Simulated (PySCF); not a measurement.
# Removing an electron from ethyl bromide

Compound: ethyl bromide, C2H5Br.
Geometry (PBE0-D3(BJ)/def2-SVP, Å), atoms numbered from 1 in this order:
```xyz
8
C2H5Br angstrom
C     -0.7708    0.1703    0.0375
C      0.6430   -0.3469   -0.0557
Br     1.9503    1.0984   -0.0721
H     -1.0196    0.8124   -0.8197
H     -1.4738   -0.6789    0.0466
H     -0.9240    0.7517    0.9581
H      0.8198   -0.9140   -0.9789
H      0.9132   -0.9785    0.8005
```

Level: PBE0/def2-SVPD (PySCF). Frontier orbitals with their largest atomic shares (Löwdin; up to four atoms above 4 %):

| orbital | ε (eV) | main atoms |
| --- | --- | --- |
| HOMO−3 | -10.53 | C1 34 %, C2 19 %, H4 14 %, H6 14 % |
| HOMO−2 | -10.07 | Br3 38 %, C2 20 %, C1 19 %, H5 11 % |
| HOMO−1 | -7.92 | Br3 84 %, C2 9 %, C1 5 % |
| HOMO | -7.87 | ? |
| LUMO | -0.12 | Br3 57 %, C2 26 %, C1 5 % |
| LUMO+1 | 0.75 | Br3 29 %, C1 21 %, C2 17 %, H5 11 % |
| LUMO+2 | 1.46 | Br3 44 %, H6 10 %, H4 10 %, C1 10 % |

Question: What vertical ionisation energy does ΔSCF give, and how far is −ε(HOMO) from it?

Answer: ΔSCF: 10.38 eV (1001 kJ/mol; threshold wavelength 119 nm); ⟨S²⟩ of the doublet left behind is 0.753, against 0.75 for a pure doublet. −ε(HOMO) is 7.87 eV, 2.51 eV below it. For the exact functional −ε(HOMO) would equal the first vertical ionisation energy; PBE0 (global hybrid, 25 % exact exchange) falls short of its own ΔSCF value by 24 %.

Question: On which atoms does the HOMO lie?

Answer: Br3 (alkyl bromine) 82 %, C2 (sp3 C–Br carbon) 11 %, so more than half of it is on one atom. The HOMO−1 lies 0.05 eV lower.

Question: What total energies stand behind the ΔSCF value?

Answer: E(N) = -2652.62252 Eh and E(N − 1) = -2652.24115 Eh at the same geometry, 0.38137 Eh apart.

Question: Shift the occupied levels rigidly so that −ε(HOMO) equals the ΔSCF value. What binding energies result?

Answer: The shift is +2.51 eV: HOMO 10.38, HOMO−1 10.43, HOMO−2 12.58, HOMO−3 13.04 eV. A rigid shift is only a rough guide to the deeper ionisations.

Question: With α = 49.1 au, estimate the like-pair dispersion coefficient by London's formula C6 = (3/4)α²I.

Answer: I = 0.3814 Eh, so C6 ≈ 688 au, a rough estimate.

Geometry: PBE0-D3(BJ)/def2-SVP; no solvent, vibrations or thermal averaging. The calculation is non-relativistic, for bromine too.

These values come from a run that also computed excited states and ΔSCF ions. The run took 18 s on one thread of an Arm Neoverse V1, shared host with 32 logical CPUs at a one-minute load of 8.1, and the process peaked at 0.53 GiB of memory.
